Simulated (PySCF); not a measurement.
Si(Cl)2(vinyl)(OH) (C2H4Cl2OSi), SMILES C=C[Si](O)(Cl)Cl.

The structure is a stationary point at PBE-D3(BJ)/def2-SVP. The values are those of a single conformer.

Calculation: PBE-D3(BJ)/def2-SVP in PySCF.

Frequencies are harmonic and unscaled.

Computed harmonic wavenumbers and intensities:
```tsv
mode	ν (cm⁻¹)	IR (km/mol)	moving atoms (share of kinetic energy)
1	64	5.6	C 46 %, H 34 %, Cl 16 %
2	113	18.7	H 43 %, Cl 29 %, C 18 %, O 10 %
3	149	1.5	Cl 29 %, O 27 %, C 21 %, H 13 %, Si 10 %
4	176	2.0	Cl 56 %, C 15 %, Si 13 %
5	223	36.4	H 72 %, C 13 %, Cl 10 %
6	255	22.6	O 32 %, C 23 %, Si 16 %, Cl 16 %, H 12 %
7	271	49.4	O 58 %, Cl 24 %, H 14 %
8	344	2.8	Cl 39 %, C 36 %, H 14 %
9	501	47.1	Cl 31 %, Si 29 %, C 16 %, O 15 %
10	502	2.2	H 46 %, C 28 %, Cl 18 %, Si 9 %
11	604	251.5	Si 59 %, Cl 18 %, H 12 %, C 10 %
12	706	71.4	C 39 %, Si 32 %, H 26 %
13	800	253.9	H 58 %, O 27 %, Si 14 %
14	912	49.0	Si 36 %, O 35 %, H 27 %
15	961	22.1	H 72 %, C 28 %
16	978	16.7	H 78 %, C 15 %
17	996	15.5	H 94 %
18	1229	0.5	H 71 %, C 28 %
19	1369	18.8	H 85 %, C 15 %
20	1621	12.0	C 87 %, H 13 %
21	3060	8.8	H 95 %
22	3092	0.5	H 92 %, C 8 %
23	3159	2.1	H 89 %, C 11 %
24	3771	109.7	H 94 %
```
